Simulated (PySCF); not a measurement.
**Correlation energy of Ru⁺ (ruthenium, charge +1)**

[Kr] 4d6 5s1, high-spin 6D determinant (an excited configuration). Computed with PySCF 2.14 in x2c-TZVPPall, with scalar relativity by spin-free X2C-1e. Frozen: [Ar] 3d10; 15 electrons correlated.

```tsv
level	correlation energy (mhartree)
CCSD	-429.45
(T)	-10.90
CCSD(T)	-440.35
```

Diagnostics: T1 = 0.0078, D1 = 0.0353, largest double amplitude 0.027.

Is a single reference adequate?

Yes, within this model without spin-orbit coupling: T1 lies below 0.03 and no double amplitude reaches 0.07.

This basis was not built for core-valence correlation, so the inner-shell part is incomplete.
